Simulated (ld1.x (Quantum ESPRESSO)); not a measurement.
# Building the PAW potential for osmium (Os) (PBE, scalar-relativistic).

ld1.x (Quantum ESPRESSO) 7.5 was run on this input:

```
&input
   title='Os', zed=76., rel=1, dft='PBE', iswitch=3,
   config='[Xe] 4f14 5d6 6s2 6p0',
   nld=3, rlderiv=2.55, eminld=-9.0, emaxld=5.0, deld=0.04
 /
 &inputp
   pseudotype=3, lpaw=.true., tm=.true., lloc=-1, rcloc=1.65,
   nlcc=.true., rcore=0.70,
   which_augfun='BG', rmatch_augfun=1.50,
   file_pseudopw='Os.UPF', file_wfcaegen='ae.wfc', file_wfcncgen='nc.wfc', file_beta='beta', file_chi='chi', file_wfcusgen='us.wfc'
 /
6
5S  1  0   2.00   0.00  1.30  1.45  0.0
6S  2  0   2.00   0.00  1.30  1.45  0.0
5P  2  1   6.00   0.00  2.20  2.30  0.0
6P  3  1   0.00   0.00  2.20  2.30  0.0
5D  3  2   6.00   0.00  1.95  2.35  0.0
5D  3  2   0.00   3.70  1.95  2.35  0.0
 &test
   configts(1)='5s2 5p6 5d6 6s2 6p0'
 /
```

Command:

```bash
ld1.x < Os.in > Os.out
```

Output (shortened: banner, matrices, multipoles, cross overlaps and the repeated all-electron block are left out):

```
Program LD1 v.7.5
     --------------------------- All-electron run ----------------------------

     Os
     scalar relativistic calculation

     atomic number is 76.00
     dft =PBE   lsd =0 sic =0 latt =0  beta=0.20 tr2=1.0E-14
     Exchange-correlation= PBE
                           (   1   4   3   4   0   0   0)
     mesh =1275 r(mesh) =  98.91557 a.u. xmin = -7.00 dx = 0.01250
     1 Ry =  13.60569312 eV, c = 137.03599908

     n l     nl                  e(Ry)          e(Ha)          e(eV)
     1 0     1S 1( 2.00)     -5430.1462     -2715.0731    -73880.9027
     2 0     2S 1( 2.00)      -945.6987      -472.8494    -12866.8869
     2 1     2P 1( 6.00)      -823.3600      -411.6800    -11202.3830
     3 0     3S 1( 2.00)      -220.0785      -110.0393     -2994.3208
     3 1     3P 1( 6.00)      -184.1637       -92.0819     -2505.6750
     4 0     4S 1( 2.00)       -46.4449       -23.2225      -631.9155
     4 1     4P 1( 6.00)       -34.6678       -17.3339      -471.6795
     3 2     3D 1(10.00)      -144.0773       -72.0387     -1960.2717
     5 0     5S 1( 2.00)        -6.7289        -3.3645       -91.5514
     5 1     5P 1( 6.00)        -3.7366        -1.8683       -50.8392
     4 2     4D 1(10.00)       -20.0549       -10.0275      -272.8609
     4 3     4F 1(14.00)        -3.8204        -1.9102       -51.9789
     5 2     5D 1( 6.00)        -0.4597        -0.2299        -6.2549
     6 0     6S 1( 2.00)        -0.4518        -0.2259        -6.1465
     6 1     6P 1( 0.00)        -0.0933        -0.0466        -1.2693

     final scf error:  2.4E-15 reached in  25 iterations

     Etot =  -34507.716204 Ry,  -17253.858102 Ha, -469501.397053 eV

     Ekin =   38256.971299 Ry,   19128.485650 Ha,  520512.611315 eV
     Encl =  -85532.524044 Ry,  -42766.262022 Ha,-1163729.274171 eV
     Eh   =   13444.156886 Ry,    6722.078443 Ha,  182917.072883 eV
     Exc  =    -676.320346 Ry,    -338.160173 Ha,   -9201.807080 eV

     normalization and overlap integrals

     s(1S/1S) =  1.000000  <r> =   0.0177  <r2> =    0.0004  r(max) =   0.0110
     s(2S/2S) =  1.000000  <r> =   0.0749  <r2> =    0.0066  r(max) =   0.0636
     s(2P/2P) =  1.000000  <r> =   0.0673  <r2> =    0.0055  r(max) =   0.0520
     s(3S/3S) =  1.000000  <r> =   0.1939  <r2> =    0.0430  r(max) =   0.1794
     s(3P/3P) =  1.000000  <r> =   0.1945  <r2> =    0.0439  r(max) =   0.1772
     s(4S/4S) =  1.000000  <r> =   0.4318  <r2> =    0.2104  r(max) =   0.4042
     s(4P/4P) =  1.000000  <r> =   0.4594  <r2> =    0.2400  r(max) =   0.4250
     s(3D/3D) =  1.000000  <r> =   0.1762  <r2> =    0.0364  r(max) =   0.1450
     s(5S/5S) =  1.000000  <r> =   1.0059  <r2> =    1.1360  r(max) =   0.9110
     s(5P/5P) =  1.000000  <r> =   1.1696  <r2> =    1.5498  r(max) =   1.0323
     s(4D/4D) =  1.000000  <r> =   0.4890  <r2> =    0.2767  r(max) =   0.4357
     s(4F/4F) =  1.000000  <r> =   0.5565  <r2> =    0.3822  r(max) =   0.4042
     s(5D/5D) =  1.000000  <r> =   1.8168  <r2> =    3.9997  r(max) =   1.3590
     s(6S/6S) =  1.000000  <r> =   2.9803  <r2> =   10.1824  r(max) =   2.4763
     s(6P/6P) =  1.000000  <r> =   4.6965  <r2> =   26.2011  r(max) =   3.5582

     ------------------------ End of All-electron run ------------------------

     --------------------- Generating PAW atomic setup --------------------

      Generating local potential from pseudized AE potential:
      Matching radius rcloc =   1.6500

      Local pseudo, rcloc= 1.639 Estimated cut-off energy=     9.42 Ry

      Computing core charge for nlcc:

       r > 0.70 : true rho core
       r < 0.70 : rho core = a sin(br)/r    a=  78.16  b=   3.74

      Integrated core pseudo-charge :  20.58
      Wfc-us  5S rcutus= 1.447  Estimated cut-off energy=    25.71 Ry
      Wfc-us  6S rcutus= 1.447  Estimated cut-off energy=    49.69 Ry
      Wfc-us  5P rcutus= 2.326  Estimated cut-off energy=    16.51 Ry
      Wfc-us  6P rcutus= 2.326  Estimated cut-off energy=    12.54 Ry
      Wfc-us  5D rcutus= 2.326  Estimated cut-off energy=    21.62 Ry
      Wfc-us  5D rcutus= 2.326  Estimated cut-off energy=    20.05 Ry

     Required augmentation: BG   radius:    1.500000
     Message from routine us2paw:
     WARNING: using Bloechl style augmentation functions is not a good idea, as analytical overlap are not implemented in pwscf: use BESSEL or GAUSS instead.
     Message from routine us2paw:
     WARNING: using Bloechl style augmentation functions is not a good idea, as analytical overlap are not implemented in pwscf: use BESSEL or GAUSS instead.
     Message from routine us2paw:
     WARNING: using Bloechl style augmentation functions is not a good idea, as analytical overlap are not implemented in pwscf: use BESSEL or GAUSS instead.
     Message from routine us2paw:
     WARNING: using Bloechl style augmentation functions is not a good idea, as analytical overlap are not implemented in pwscf: use BESSEL or GAUSS instead.
     [... 1 repeated lines left out ...]
     WARNING: using Bloechl style augmentation functions is not a good idea, as analytical overlap are not implemented in pwscf: use BESSEL or GAUSS instead.
     [... 1 repeated lines left out ...]
     WARNING: using Bloechl style augmentation functions is not a good idea, as analytical overlap are not implemented in pwscf: use BESSEL or GAUSS instead.
     [... 1 repeated lines left out ...]
     WARNING: using Bloechl style augmentation functions is not a good idea, as analytical overlap are not implemented in pwscf: use BESSEL or GAUSS instead.
     [... 1 repeated lines left out ...]
     WARNING: using Bloechl style augmentation functions is not a good idea, as analytical overlap are not implemented in pwscf: use BESSEL or GAUSS instead.
     [... 1 repeated lines left out ...]
     WARNING: using Bloechl style augmentation functions is not a good idea, as analytical overlap are not implemented in pwscf: use BESSEL or GAUSS instead.
     [... 1 repeated lines left out ...]
     WARNING: using Bloechl style augmentation functions is not a good idea, as analytical overlap are not implemented in pwscf: use BESSEL or GAUSS instead.
     [... 1 repeated lines left out ...]
     WARNING: using Bloechl style augmentation functions is not a good idea, as analytical overlap are not implemented in pwscf: use BESSEL or GAUSS instead.
     [... 1 repeated lines left out ...]
     WARNING: using Bloechl style augmentation functions is not a good idea, as analytical overlap are not implemented in pwscf: use BESSEL or GAUSS instead.
     [... 1 repeated lines left out ...]
     WARNING: using Bloechl style augmentation functions is not a good idea, as analytical overlap are not implemented in pwscf: use BESSEL or GAUSS instead.
     [... 1 repeated lines left out ...]
     WARNING: using Bloechl style augmentation functions is not a good idea, as analytical overlap are not implemented in pwscf: use BESSEL or GAUSS instead.
     [... 1 repeated lines left out ...]
     WARNING: using Bloechl style augmentation functions is not a good idea, as analytical overlap are not implemented in pwscf: use BESSEL or GAUSS instead.
     [... 1 repeated lines left out ...]
     WARNING: using Bloechl style augmentation functions is not a good idea, as analytical overlap are not implemented in pwscf: use BESSEL or GAUSS instead.
     [... 1 repeated lines left out ...]
     WARNING: using Bloechl style augmentation functions is not a good idea, as analytical overlap are not implemented in pwscf: use BESSEL or GAUSS instead.
     [... 1 repeated lines left out ...]
     WARNING: using Bloechl style augmentation functions is not a good idea, as analytical overlap are not implemented in pwscf: use BESSEL or GAUSS instead.
     [... 1 repeated lines left out ...]
     WARNING: using Bloechl style augmentation functions is not a good idea, as analytical overlap are not implemented in pwscf: use BESSEL or GAUSS instead.
     [... 1 repeated lines left out ...]
     WARNING: using Bloechl style augmentation functions is not a good idea, as analytical overlap are not implemented in pwscf: use BESSEL or GAUSS instead.
     [... 1 repeated lines left out ...]
     WARNING: using Bloechl style augmentation functions is not a good idea, as analytical overlap are not implemented in pwscf: use BESSEL or GAUSS instead.
     [... 1 repeated lines left out ...]
     WARNING: using Bloechl style augmentation functions is not a good idea, as analytical overlap are not implemented in pwscf: use BESSEL or GAUSS instead.
     [... 1 repeated lines left out ...]
     WARNING: using Bloechl style augmentation functions is not a good idea, as analytical overlap are not implemented in pwscf: use BESSEL or GAUSS instead.
     [... 1 repeated lines left out ...]
     WARNING: using Bloechl style augmentation functions is not a good idea, as analytical overlap are not implemented in pwscf: use BESSEL or GAUSS instead.
     [... 1 repeated lines left out ...]
     WARNING: using Bloechl style augmentation functions is not a good idea, as analytical overlap are not implemented in pwscf: use BESSEL or GAUSS instead.
     [... 1 repeated lines left out ...]
     WARNING: using Bloechl style augmentation functions is not a good idea, as analytical overlap are not implemented in pwscf: use BESSEL or GAUSS instead.
     [... 1 repeated lines left out ...]
     WARNING: using Bloechl style augmentation functions is not a good idea, as analytical overlap are not implemented in pwscf: use BESSEL or GAUSS instead.
     Gaussians generated with zeta:    14.062500

     Estimated PAW energy = -832.637034 Ryd

     ------------------- End of pseudopotential generation -------------------

     Computing logarithmic derivative in   2.55496
     Computing logarithmic derivative in   2.55496
     Computing the partial wave expansion
     R is outside the sphere for l=    0 j= 0.00
     R is outside the sphere for l=    0 j= 0.00
     R is outside the sphere for l=    1 j= 0.00
     R is outside the sphere for l=    1 j= 0.00
     R is outside the sphere for l=    2 j= 0.00
     R is outside the sphere for l=    2 j= 0.00

     ---------------------- Testing the pseudopotential ----------------------

     Os
     scalar relativistic calculation

     atomic number is 76.00   valence charge is 16.00
     dft = SLA  PW   PBX  PBC   lsd =0 sic =0 latt =0  beta=0.20 tr2=1.0E-14
     mesh =1275 r(mesh) =  98.91557 xmin = -7.00 dx = 0.01250

     n l     nl             e AE (Ry)        e PS (Ry)    De AE-PS (Ry)
     1 0     5S   1( 2.00)       -6.72891       -6.72831       -0.00059
     2 1     5P   1( 6.00)       -3.73661       -3.73674        0.00013
     3 2     5D   1( 6.00)       -0.45972       -0.45975        0.00002
     2 0     6S   1( 2.00)       -0.45176       -0.45170       -0.00006
     3 1     6P   1( 0.00)       -0.09329       -0.09330        0.00001

     eps = 9.1E-15  iter = 20

     Etot =  -34507.716204 Ry,  -17253.858102 Ha, -469501.397053 eV
     Etotps =  -832.637014 Ry,    -416.318507 Ha,  -11328.603692 eV

     Ekin =     326.935053 Ry,     163.467526 Ha,    4448.178001 eV
     Encl =    -632.317272 Ry,    -316.158636 Ha,   -8603.114756 eV
     Ehrt =     149.065586 Ry,      74.532793 Ha,    2028.140613 eV
     Ecxc =    -676.320380 Ry,    -338.160190 Ha,   -9201.807549 eV
     (Ecc =     -65.788214 Ry,     -32.894107 Ha,    -895.094256 eV)

     ---------------------- End of pseudopotential test ----------------------
```

Generation and configuration tests took about 5.9 s on one core of a shared server CPU.

Transferability test of the new file with ld1.x, input:

```
&input
   title='Os', zed=76., rel=1, dft='PBE', iswitch=2,
   config='[Xe] 4f14 5d6 6s2 6p0'
 /
 &test
   file_pseudo='Os.UPF', nconf=8,
   configts(1)='5s2 5p6 5d6 6s2 6p0',
   configts(2)='5s2 5p6 5d6 6s1 6p0',
   configts(3)='5s2 5p6 5d6 6s0 6p0',
   configts(4)='5s2 5p6 5d5 6s0 6p0',
   configts(5)='5s2 5p6 5d5 6s2 6p0',
   configts(6)='5s1 5p6 5d6 6s2 6p0',
   configts(7)='5s2 5p6 5d6 6s1.5 6p0',
   configts(8)='5s2 5p6 5d7 6s1 6p0'
 /
```

```bash
ld1.x < Os.test.in > Os.test.out
```

Pseudopotential blocks of its output, shortened (energy terms left out; the distinct warnings before each block abridged to one line each):

```
     ---------------------- Testing the pseudopotential ----------------------

     n l     nl             e AE (Ry)        e PS (Ry)    De AE-PS (Ry)
     1 0     5S   1( 2.00)       -6.72891       -6.72831       -0.00059
     2 1     5P   1( 6.00)       -3.73661       -3.73674        0.00013
     3 2     5D   1( 6.00)       -0.45972       -0.45975        0.00002
     2 0     6S   1( 2.00)       -0.45176       -0.45170       -0.00006
     3 1     6P   1( 0.00)       -0.09329       -0.09330        0.00001

     eps = 9.0E-15  iter = 17

     Etot =  -34507.716204 Ry,  -17253.858102 Ha, -469501.397053 eV
     Etotps =  -832.637021 Ry,    -416.318510 Ha,  -11328.603785 eV

     ---------------------- End of pseudopotential test ----------------------

          ---------------------- Testing the pseudopotential ----------------------

     n l     nl             e AE (Ry)        e PS (Ry)    De AE-PS (Ry)
     1 0     5S   1( 2.00)       -7.32049       -7.27050       -0.05000  !
     2 1     5P   1( 6.00)       -4.33036       -4.34211        0.01175  !
     3 2     5D   1( 6.00)       -1.03916       -1.04056        0.00140
     2 0     6S   1( 1.00)       -0.96585       -0.95991       -0.00594  !
     3 1     6P   1( 0.00)       -0.52175       -0.52247        0.00072

     eps = 1.8E-15  iter = 15

     Etot =  -34507.012330 Ry,  -17253.506165 Ha, -469491.820349 eV
     Etotps =  -831.935765 Ry,    -415.967882 Ha,  -11319.062711 eV
     dEtot_ae =       0.703875 Ry
     dEtot_ps =       0.701256 Ry,   Delta E=       0.002619 Ry

     ---------------------- End of pseudopotential test ----------------------

          Warning: n=2, l=1 expected 0 nodes, found 1
     ---------------------- Testing the pseudopotential ----------------------

     n l     nl             e AE (Ry)        e PS (Ry)    De AE-PS (Ry)
     1 0     5S   1( 2.00)       -7.98976       -7.90718       -0.08258  !
     2 1     5P   1( 6.00)       -5.00008       -5.01574        0.01565  !
     3 2     5D   1( 6.00)       -1.68483       -1.68421       -0.00062
     2 0     6S   1( 0.00)       -1.52855       -1.51693       -0.01162  !
     3 1     6P   1( 0.00)       -1.01023       -1.01026        0.00003

     eps = 6.9E-15  iter = 18

     Etot =  -34505.769134 Ry,  -17252.884567 Ha, -469474.905810 eV
     Etotps =  -830.701150 Ry,    -415.350575 Ha,  -11302.264920 eV
     dEtot_ae =       1.947070 Ry
     dEtot_ps =       1.935871 Ry,   Delta E=       0.011200 Ry

     ---------------------- End of pseudopotential test ----------------------

          ---------------------- Testing the pseudopotential ----------------------

     n l     nl             e AE (Ry)        e PS (Ry)    De AE-PS (Ry)
     1 0     5S   1( 2.00)       -8.98368       -8.91137       -0.07232  !
     2 1     5P   1( 6.00)       -5.97399       -5.99496        0.02097  !
     3 2     5D   1( 5.00)       -2.57129       -2.57452        0.00323
     2 0     6S   1( 0.00)       -2.23706       -2.22334       -0.01372  !
     3 1     6P   1( 0.00)       -1.62213       -1.62384        0.00171

     eps = 5.5E-15  iter = 35

     Etot =  -34503.648948 Ry,  -17251.824474 Ha, -469446.059214 eV
     Etotps =  -828.579524 Ry,    -414.289762 Ha,  -11273.398726 eV
     dEtot_ae =       4.067256 Ry
     dEtot_ps =       4.057497 Ry,   Delta E=       0.009759 Ry

     ---------------------- End of pseudopotential test ----------------------

          ---------------------- Testing the pseudopotential ----------------------

     n l     nl             e AE (Ry)        e PS (Ry)    De AE-PS (Ry)
     1 0     5S   1( 2.00)       -7.54128       -7.62223        0.08095  !
     2 1     5P   1( 6.00)       -4.53571       -4.50747       -0.02824  !
     3 2     5D   1( 5.00)       -1.19014       -1.18053       -0.00961  !
     2 0     6S   1( 2.00)       -1.04202       -1.05263        0.01061  !
     3 1     6P   1( 0.00)       -0.56681       -0.56390       -0.00291

     eps = 5.5E-15  iter = 24

     Etot =  -34506.901985 Ry,  -17253.450992 Ha, -469490.319033 eV
     Etotps =  -831.826089 Ry,    -415.913045 Ha,  -11317.570505 eV
     dEtot_ae =       0.814219 Ry
     dEtot_ps =       0.810931 Ry,   Delta E=       0.003288 Ry

     ---------------------- End of pseudopotential test ----------------------

          ---------------------- Testing the pseudopotential ----------------------

     n l     nl             e AE (Ry)        e PS (Ry)    De AE-PS (Ry)
     1 0     5S   1( 1.00)       -7.74906       -7.62493       -0.12414  !
     2 1     5P   1( 6.00)       -4.70542       -4.76741        0.06198  !
     3 2     5D   1( 6.00)       -1.28056       -1.29238        0.01183  !
     2 0     6S   1( 2.00)       -1.06091       -1.05685       -0.00406
     3 1     6P   1( 0.00)       -0.57271       -0.57162       -0.00109

     eps = 2.4E-15  iter = 22

     Etot =  -34500.496707 Ry,  -17250.248354 Ha, -469403.170790 eV
     Etotps =  -825.521192 Ry,    -412.760596 Ha,  -11231.787999 eV
     dEtot_ae =       7.219497 Ry
     dEtot_ps =       7.115829 Ry,   Delta E=       0.103668 Ry

     ---------------------- End of pseudopotential test ----------------------

          ---------------------- Testing the pseudopotential ----------------------

     n l     nl             e AE (Ry)        e PS (Ry)    De AE-PS (Ry)
     1 0     5S   1( 2.00)       -7.01393       -6.98705       -0.02688  !
     2 1     5P   1( 6.00)       -4.02287       -4.02986        0.00698  !
     3 2     5D   1( 6.00)       -0.74007       -0.74133        0.00126
     2 0     6S   1( 1.50)       -0.70182       -0.69902       -0.00280
     3 1     6P   1( 0.00)       -0.29791       -0.29848        0.00057

     eps = 7.5E-15  iter = 16

     Etot =  -34507.428566 Ry,  -17253.714283 Ha, -469497.483530 eV
     Etotps =  -832.349961 Ry,    -416.174981 Ha,  -11324.698144 eV
     dEtot_ae =       0.287639 Ry
     dEtot_ps =       0.287059 Ry,   Delta E=       0.000579 Ry

     ---------------------- End of pseudopotential test ----------------------

          ---------------------- Testing the pseudopotential ----------------------

     n l     nl             e AE (Ry)        e PS (Ry)    De AE-PS (Ry)
     1 0     5S   1( 2.00)       -6.55523       -6.49786       -0.05737  !
     2 1     5P   1( 6.00)       -3.57437       -3.58592        0.01155  !
     3 2     5D   1( 7.00)       -0.34575       -0.34643        0.00068
     2 0     6S   1( 1.00)       -0.39912       -0.39456       -0.00456
     3 1     6P   1( 0.00)       -0.07264       -0.07331        0.00068

     eps = 6.6E-15  iter = 18

     Etot =  -34507.692900 Ry,  -17253.846450 Ha, -469501.079984 eV
     Etotps =  -832.617271 Ry,    -416.308636 Ha,  -11328.335081 eV
     dEtot_ae =       0.023304 Ry
     dEtot_ps =       0.019749 Ry,   Delta E=       0.003555 Ry

     ---------------------- End of pseudopotential test ----------------------
```
